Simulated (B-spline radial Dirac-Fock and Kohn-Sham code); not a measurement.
**Anomalous scattering factors of O, 2.733 keV to 71.16 keV**

These are calculated numbers from an atomic code on a B-spline grid; the model is the dispersion relation over Dirac-Hartree-Slater subshell photoionisation cross sections, with the Kissel-Pratt high-energy constant (isolated atom, no bound-bound lines or fine structure). The forward scattering factor is f₀ + f′ + i f″.

Input file task.json (cfg lists n, l and occupation; rrms is the nuclear radius in fm):

```json
{"items": [{
  "Z": 8,
  "q": 0,
  "cfg": [[1, 0, 2], [2, 0, 2], [2, 1, 4]],
  "A": 16,
  "rrms": 2.6991,
  "do": "dispersion",
  "hv": [517.6, 636.4, 643.3, 706.6, 750.1, 912.9, 959.9, 1000.0, 1253.6, 1486.9, 2000.0, 2252.0, 2339.0, 2690.0, 2733.0, 2982.0, 2984.4, 3028.0, 4000.0, 4510.9, 4829.0, 5393.0, 5414.7, 5954.0, 6000.0, 6403.9, 6930.3, 8047.8, 9251.7, 11170.0, 12000.0, 14220.0, 15000.0, 16750.0, 17160.0, 17479.3, 22162.9, 24209.8, 29020.0, 30000.0, 33120.0, 34880.0, 40000.0, 71160.0],
  "edges": {"K": 543.1}
}]}
```

Command: `python xray2_run.py task.json out`

No edge lies in or near this range.

```tsv
hν (eV)	λ (Å)	f′ (e)	f″ (e)	tabulated f′	tabulated f″
2733	4.537	0.245	0.297	0.24	0.28
2982	4.158	0.221	0.251	0.22	0.24
2984.4	4.154	0.221	0.251	0.22	0.24
3028	4.095	0.217	0.244	0.22	0.23
4000	3.100	0.152	0.141	0.15	0.13
4510.9	2.749	0.128	0.111	0.13	0.10
4829	2.567	0.116	0.097	0.12	0.09
5393	2.299	0.099	0.077	0.10	0.07
5414.7	2.290	0.098	0.076	0.10	0.07
5954	2.082	0.085	0.063	0.08	0.06
6000	2.066	0.084	0.062	0.08	0.06
6403.9	1.936	0.075	0.054	0.08	0.05
6930.3	1.789	0.066	0.046	0.07	0.04
8047.8	1.541	0.052	0.034	0.05	0.03
9251.7	1.340	0.041	0.025	0.04	0.02
11170	1.110	0.029	0.017	0.03	0.02
12000	1.033	0.025	0.014	0.02	0.01
14220	0.8719	0.018	0.010	0.02	0.01
15000	0.8266	0.016	0.009	0.02	0.01
16750	0.7402	0.013	0.007	0.01	0.01
17160	0.7225	0.012	0.007	0.01	0.01
17479.3	0.7093	?	?	?	?
22162.9	0.5594	0.006	0.004	0.01	0.00
24209.8	0.5121	0.005	0.003	0.00	0.00
29020	0.4272	0.002	0.002	0.00	0.00
30000	0.4133	0.002	0.002	0.00	0.00
33120	0.3743	0.001	0.001	0.00	0.00
34880	0.3555	0.001	0.001	0.00	0.00
40000	0.3100	0.000	0.001	0.00	0.00
71160	0.1742	-0.003	0.000	0.00	0.00
```

Problem. What are f′ and f″ at Mo Kα (17479.3 eV)?

Solution. f′ = 0.011 and f″ = 0.006 electrons (tables: 0.01 and 0.01). By the optical theorem f″ corresponds to a photoabsorption cross section 2 rₑ λ f″ = 25.1 b.

Tabulated f′: xraylib 4.2 anomalous scattering factors (Cullen et al., EPDL97); f″: Chantler's tables (J. Phys. Chem. Ref. Data 1995 and 2000). Both are theoretical tables.
